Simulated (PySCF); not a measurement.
Level of theory: PySCF with PBE-D3(BJ)/def2-TZVP // PBE0-D4/def2-TZVP. Isolated molecules, 0 K electronic values unless said otherwise. One relaxed conformer stands for a flexible species; it need not be the lowest. Excitations are Tamm–Dancoff values on a coarser integration grid. The basis has no diffuse functions, so Rydberg states are missing or too high.

Reference species (SMILES): `O[SiH2]Br` (H–O–Si–Br torsion 58°) (neutral, multiplicity 1).

```
Quantity                 Result
----------------------  -------
S1–T1 gap (TDA)         0.15 eV
S1 excitation (TDA)     6.36 eV
S1 oscillator strength    0.000
```

After one change: the S1–T1 gap (TDA) increases by 1.04 eV; the S1 excitation (TDA) decreases by 0.27 eV; the S1 oscillator strength goes up by 0.012.

Question: What was changed between the two runs? The new species is one of these.
A. `O=C[SiH2]O` (O–C–Si–O torsion 0°, C–Si–O–H torsion 0°)
B. `O[SiH2]F` (H–O–Si–F torsion 72°)
C. `[C-]#[N+][SiH2]O`
D. `N#CC[SiH2]O`

Answer: C, `[C-]#[N+][SiH2]O`
